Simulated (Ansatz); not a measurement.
Molecule: sum formula BOBr$_{2}$, net charge 0, doublet state. It need not be the lowest isomer of its formula. 
Geometry from a B3LYP-D3(BJ)/def2-TZVP (Ansatz, an electronic-structure program) optimisation:
```
B
O 1 1.3023
Br 1 1.9260 2 117.45
Br 1 1.9260 2 117.45 3 -180.00
```
Charge 0, spin multiplicity 2.

Quantity: atomisation energy (electronic, to ground-state atoms), in kcal/mol. Correlated levels leave the core frozen unless marked. UHF or UKS for open shells. Spin-orbit coupling is left out. The frozen core is the preceding noble-gas configuration, with the filled d and f shells of earlier blocks. No relativistic terms. The coupled-cluster limit lacks core correlation, which all-electron functionals hold. Basis-set limits of correlation are two-point, X^-3; Hartree-Fock from the larger set (for Q and 5 zeta extrapolated as (X+1)exp(-9√X)).

| level | program | atomisation energy (kcal/mol) |
|---|---|---|
| SVWN5/def2-TZVPD | Ansatz | 385.9 |
| HSE06/def2-TZVPD | Ansatz | 319.6 |
| B2GP-PLYP-D3(BJ)/def2-TZVPD | Ansatz + dftd3 | 309.7 |
| PBE-QIDH/def2-TZVPD | Ansatz | (withheld) |
| SCS-MP2/6-31G | Ansatz | 241.8 |
| CCSD(T)/CBS(cc-pVQZ,cc-pV5Z) | Ansatz | (withheld) |

**Question.** What belongs in the gaps?

**Answer.** 
- PBE-QIDH/def2-TZVPD, atomisation energy (kcal/mol): 313.1
- CCSD(T)/CBS(cc-pVQZ,cc-pV5Z), atomisation energy (kcal/mol): 309.4
